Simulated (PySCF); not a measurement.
Job for PySCF: U-HF/LANL2DZ on H2Sn (SMILES [SnH2]), a point of a bond scan (R = 2.137 Å).

```python
from pyscf import gto, scf, dft, mp
from pyscf.data.elements import chemcore

mol = gto.M(
    atom='''
    Sn    0.00658915   -0.00056144    0.04773306
    H    -0.21134670   -1.50092457   -1.45768668
    H    -0.15443354    1.27893623   -1.17986985
    ''',
    basis='lanl2dz',
    ecp={'Sn': 'lanl2dz'},
    charge=0, spin=0, verbose=3, max_memory=1800)
mf = scf.UHF(mol)
mf.conv_tol = 1e-8
mf.max_cycle = 100
mf.init_guess_breaksym = True
mf.kernel()
if not mf.converged:
    mf = mf.newton().run(mf.mo_coeff, mf.mo_occ)
for _ in range(4):
    mo, _, stable, _ = mf.stability(return_status=True)
    if stable:
        break
    mf.kernel(mf.make_rdm1(mo, mf.mo_occ))
```

Output:

```
converged SCF energy = -4.33635920272323  <S^2> = 6.8403461e-10  2S+1 = 1
<class 'pyscf.scf.uhf.UHF'> wavefunction is stable in the internal stability analysis
```

Self-consistency was reached.

Cost: very roughly 0.28 core-seconds.
